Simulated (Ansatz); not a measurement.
Input file for Ansatz (a quantum-chemistry and plane-wave program): R-PBE0/def2-TZVPP on CrO3 (SMILES [O]=[Cr](=[O])=[O]).

Ansatz 0.2 input:
```yaml
crystal:
  periodic: [false, false, false]
  atoms:
    - {symbol: Cr, position_ang: [-0.00130285, -0.00118956, -0.25489610]}
    - {symbol: O, position_ang: [1.53979893, -0.00898985, 0.07705189]}
    - {symbol: O, position_ang: [-0.76110210, 1.33820527, 0.08271844]}
    - {symbol: O, position_ang: [-0.77729399, -1.32802586, 0.09522577]}
basis:
  gaussian:
    orbitals: def2-TZVPP
hamiltonian:
  xc: {name: PBE0}
scf: {lower_state_search: off}
```

Problem. What total energy does the run end on?

Solution. -1269.7551 hartree.

Problem. How many basis functions does it have, and what does it roughly cost on one machine?

Solution. 157 functions; very roughly 8 core-seconds.
